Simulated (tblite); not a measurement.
Task: What does the GFN2-xTB structure of `FCC(=S)[C@](F)([SiH3])C` look like in three dimensions?

Result: 
```
atom  x, y, z in Å
C1    -0.8207    1.4384    0.9462
C2    -0.1895    0.1508    0.4418
F3     0.2826   -0.5682    1.5395
Si4   -1.5523   -1.0138   -0.3753
C5     0.8808    0.3444   -0.5397
S6     0.8228    1.5136   -1.6749
C7     2.0465   -0.6032   -0.5148
F8     1.6422   -1.9136   -0.4690
H9    -0.0649    2.0613    1.4234
H10   -1.2541    1.9879    0.1166
H11   -1.5945    1.2104    1.6745
H12   -2.5658   -1.1147    0.6721
H13   -0.9306   -2.2915   -0.6803
H14   -2.0217   -0.2829   -1.5491
H15    2.6631   -0.4817   -1.4098
H16    2.6484   -0.4284    0.3872
```

Orientation and origin are arbitrary. Atoms count from 1 in this order. The C–C distances run from 1.465 Å (C2–C5, drawn single) to 1.520 Å (C1–C2, drawn single), a spread of 0.055 Å. The 2 C–F bonds span 1.372 Å (C7–F8, drawn single) to 1.394 Å (C2–F3, drawn single), a spread of 0.022 Å. Si4 (SiH3 silicon) is distorted tetrahedral (angles from 102.9° to 114.1°). Of the pairs four or more bonds apart, S6···H10 is among the closest relative to their van der Waals radii: 2.78 Å, 93 % of the sum of Bondi's values.

Bonds between heavy atoms (Å): C1–C2 1.520, C2–F3 1.394, C2–Si4 1.970, C2–C5 1.465, C5=S6 1.631, C5–C7 1.503, C7–F8 1.372.

Computed geometry: GFN2-xTB, gas phase.

Point group: C1 (no symmetry element, even within 0.4 Å). Its GFN2-xTB frequencies are all real (lowest 51 cm⁻¹). The numbers are those of one conformer (C1–C2–C5–S6 -37°, C2–C5–C7–F8 49°).
